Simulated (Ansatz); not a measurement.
# Abstraction of Br: CHBrI2 + C2H7Si → CHI2 + C2H7BrSi

Species: CHBrI2 `BrC(I)I`, singlet; C2H7Si `CC[SiH2]`, doublet; CHI2 `I[CH]I`, doublet; C2H7BrSi `CC[SiH2]Br`, singlet. A radical takes Br: the energy is the difference in strength between the C–Br bond broken and the Si–Br bond made.

Shapes, held fixed at every level: PBE0-D4/def2-TZVP. Flexible molecules stand in one conformer, not always the lowest. Programs: Ansatz 0.2.0. The zero-point and thermal change to 298 K, harmonic and unscaled (PBE0-D4/def2-TZVP), is -0.6 kJ/mol.

| level | kind | ΔH(298 K) (kJ/mol) | less CCSD/def2-SVP |
| --- | --- | --- | --- |
| MP2/def2-TZVPP | perturbation theory | -132.2 | +19.4 |
| HF/def2-SVP | Hartree–Fock | -188.2 | -36.6 |
| HF/def2-TZVPP | Hartree–Fock | -193.4 | -41.8 |
| SPW92/def2-TZVPP | LDA | -140.5 | +11.1 |
| r2SCAN-D4/def2-TZVPP | meta-GGA | -161.5 | -9.9 |
| B2PLYP/def2-TZVPP | double hybrid | -156.2 | -4.6 |
| CCSD/def2-SVP | coupled cluster or CI | -151.6 | 0.0 |

The highest level, CCSD/def2-SVP, gives ΔH(298 K) = -151.6 kJ/mol; the levels span -193.4 to -132.2. The column of differences is taken from that level and isn't an error. No measured value is set beside it here. Spin contamination: CHI2 (⟨S²⟩ up to 0.78). Open shells run unrestricted. For atoms past krypton def2 sets carry core potentials with scalar relativity. Relativity is left out for Br. Outer-core shells of Br, I are correlated, in sets that cover them unevenly.
